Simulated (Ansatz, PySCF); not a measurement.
C4H12AlClSi. Atoms are numbered in the order given.

```xyz
19

Al     0.8446    -0.0571     0.8372
Cl    -0.2222    -1.0972     2.3854
C      2.6970     0.4266     1.2740
H      3.2240     0.9238     0.4341
H      3.2802    -0.4736     1.5641
H      2.7219     1.1129     2.1481
Si    -0.5182     0.3155    -1.1783
C      0.4362     1.2125    -2.5587
C     -2.0452     1.3474    -0.6979
C     -1.1224    -1.3709    -1.8243
H     -0.2151     1.3602    -3.4462
H      0.7879     2.2106    -2.2264
H      1.3236     0.6311    -2.8825
H     -1.7655     2.3638    -0.3532
H     -2.6126     0.8536     0.1170
H     -2.7230     1.4583    -1.5710
H     -1.6670    -1.9226    -1.0313
H     -0.2814    -2.0071    -2.1678
H     -1.8140    -1.2281    -2.6818
```

The structure is a stationary point at PBE-D3(BJ)/def2-SVP. One conformer was computed; it need not be the lowest.

Vertical ionisation energy (IE) and electron affinity (EA) in eV. Rows of orbital energies are one-electron estimates. Where ΔSCF, EOM or ADC give a negative EA the extra electron is unbound and the value depends on the basis.

| level | IE | EA |
|---|---|---|
| −ε(HOMO), −ε(LUMO), PBE0/def2-SVP (PySCF) | 6.82 | 1.30 |
| ΔSCF, PBE0/def2-SVPD (Ansatz), final states of multiplicity 2 and 2 | 8.59 | 0.07 |

Q: What vertical singlet–triplet gap does ΔSCF give with PBE0/def2-SVPD (Ansatz, an electronic-structure program)? (Estimate from the structure and the level; the computed values follow.)

A: 3.53 eV (triplet above singlet where positive).
